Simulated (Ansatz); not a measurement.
CH5GeNO2 can be A, `N[C](=O)[GeH2][OH]`, or B, `O=C[NH][GeH2][OH]`.

Program: Ansatz. Geometries: PBE0-D4/def2-TZVP. ΔE: electronic, gas phase. CBS: MP2 limit from def2 TZ/QZ plus the TZ coupled-cluster correction, frozen cores. DFT in def2-TZVPP. B3LYP here is the variant with VWN-RPA as its local correlation; programs differ in this. For Ge outer-core shells are correlated without core-valence functions, which leaves a few kJ/mol of doubt a bond. Scalar relativity is left out up to krypton. One conformer a species, not always the lowest.

**Question.** Which is lower in electronic energy at CCSD(T)/CBS, and by how much? (Best estimate.)

**Answer.** The calculation gave: B, by 9.1 kcal/mol.

**Question.** Give E(B) − E(A) in kcal/mol with CCSD(T)/def2-TZVPP, ωB97M-V, HF/def2-TZVPP, PBE-D4, MP2/def2-TZVPP, B3LYP-D4, BLYP-D4. (Best estimate.)

**Answer.** The calculation gave: CCSD(T)/def2-TZVPP -9.8, ωB97M-V -8.3, HF/def2-TZVPP -12.9, PBE-D4 -5.7, MP2/def2-TZVPP -10.3, B3LYP-D4 -7.9, BLYP-D4 -6.9. None reverses the order clearly.

**Question.** Does the order hold for the free energy at 298.15 K (harmonic terms from PBE0-D4)? (Estimate.)

**Answer.** The calculation gave: Yes: G(B) − G(A) = -9.3 kcal/mol, for one conformer each. Modes under 60 cm⁻¹, often nearly free rotors, make the harmonic entropy too high.

Largest T1 diagnostic: 0.015.

At CCSD(T), def2-SVP lies −1.8 kcal/mol from the extrapolated value and def2-TZVPP −0.7 kcal/mol. From BLYP to BHLYP (50 % exact exchange), in def2-TZVPP and without D4, E(B) − E(A) moves by −2.9 kcal/mol.
